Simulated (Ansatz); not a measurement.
System: ZnHS, net charge 0, doublet state. SMILES of the parent species: [SH][Zn]
Geometry: optimised at B3LYP-D3(BJ)/def2-TZVP (Ansatz, a quantum-chemistry and plane-wave program).

Property: size of the dipole moment, in D. Set-up: non-relativistic; dispersion terms only where a functional's name holds one; six Cartesian d functions in 6-31G* and its kin unless marked 5d; LANL2DZ with its own core potentials from Na on; no spin-orbit coupling; UHF or UKS for open shells. First-principles rows: single points at B3LYP-D3(BJ) geometries (Ansatz). The spin state of an ion or metal species was assumed, not searched.

| level | program | size of the dipole moment (D) |
|---|---|---|
| PBE/LANL2DZ | Ansatz | 2.49 |
| PBE/6-31G* | Ansatz | 2.08 |
| B3LYP/3-21G | Ansatz | 2.66 |
| B3LYP/LANL2DZ | Ansatz | 2.62 |
| B3LYP/6-31G* | Ansatz | 2.23 |
| B3LYP/6-31G** | Ansatz | 2.22 |

No value to compare with is used here. The 6 habitual levels span 2.08 (PBE/6-31G*) to 2.66 D (B3LYP/3-21G).

The levels are drawn from those run, B3LYP/6-31G* more often than the rest, none by its result; runs whose electronic state is in doubt are left out.
